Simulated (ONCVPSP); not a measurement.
# W: variants of one ONCV potential

Base potential:

- Element: W (Z = 74)
- Generator: ONCVPSP 4.0.1
- Type: optimised norm-conserving Vanderbilt (ONCV)
- Functional: PBE
- Relativity: scalar-relativistic
- Frozen core: [Kr] 4d10 4f14
- Valence charge: 14
- Reference configuration: 5s2 5p6 5d4 6s2
- Partial waves: 5s+6s: rc 1.95 bohr, ncon 4, nbas 9, qcut 6.9 1/bohr, 2 projectors; 5p: rc 1.85 bohr, ncon 4, nbas 7, qcut 9.2 1/bohr, 2 projectors, debl 1 Ha; 5d: rc 2.25 bohr, ncon 4, nbas 8, qcut 6 1/bohr, 1 projector; f scattering state at 0.24 Ha: rc 1.85 bohr, ncon 4, nbas 8, qcut 7 1/bohr, local
- Local potential: the f channel
- Core correction: none

In the p channel the program set the typed energies aside and used -1.588, 0.250 Ha.

Cutoffs, loose and tight: the cutoffs (Ha) at which the residual kinetic energy of the hardest occupied pseudo-wave falls to 1 and 0.1 mHa per electron. They do not see the model core or the augmentation charge, which bear on the density cutoff. Test errors are all-electron minus pseudo excitation energies from the reference, over the configurations 5s2 5p6 5d4 6s1; 5s2 5p6 5d4 6s0; 5s2 5p6 5d3 6s0; 5s2 5p6 5d4.5 6s1.5. A dash means not determined; rows that change the core or the reference have their own tests.

A true bound ghost makes a file unfit for plane-wave use even where its test errors are small: the radial tests pick states by their node count and pass the ghost by.

| change | outcome | cutoff, loose | cutoff, tight | bound ghosts | GHOST(+) flags above zero | largest test error (meV) |
| --- | --- | --- | --- | --- | --- | --- |
| base | generated, projector energies reset by the program | 23 Ha | 29 Ha | none | s, d | -43 |
| s: qcut 9.5 | generated, projector energies reset by the program | 24 Ha | 29 Ha | none | d | -41 |
| p: qcut 7.1 | generated, projector energies reset by the program | 15 Ha | 19 Ha | none | s, d | -42 |
| f: nproj 1; local potential polynomial inside 1.85 bohr (lpopt 5, dvloc0 0 Ha) | generated, projector energies reset by the program | 23 Ha | 29 Ha | none | f | -3.2 |
| core [Kr] 4d10, valence charge 28; reference 4f14 5s2 5p6 5d4 6s1.5; waves now 5s+6s: rc 2.05 bohr, ncon 4, nbas 7, qcut 6.9 1/bohr, 3 projectors, debl 0.4 Ha; 5p: rc 1.85 bohr, ncon 4, nbas 8, qcut 7.1 1/bohr, 2 projectors, debl 3.5 Ha; 5d: rc 2.70 bohr, ncon 4, nbas 9, qcut 6.7 1/bohr, 2 projectors, debl 2.9 Ha; 4f: rc 0.85 bohr, ncon 4, nbas 9, qcut 24 1/bohr, local | generated | 217 Ha | 239 Ha | s, p, d | s | -13 |
| core correction Teter function, fcfact 4.5, rcfact 1.25 | generated, projector energies reset by the program | 23 Ha | 29 Ha | none | s, d | -46 |
| s: qcut 8.1; p: qcut 10.7; d: qcut 7; f: qcut 8.2 | generated, projector energies reset by the program | 27 Ha | 33 Ha | s | d | -37 |
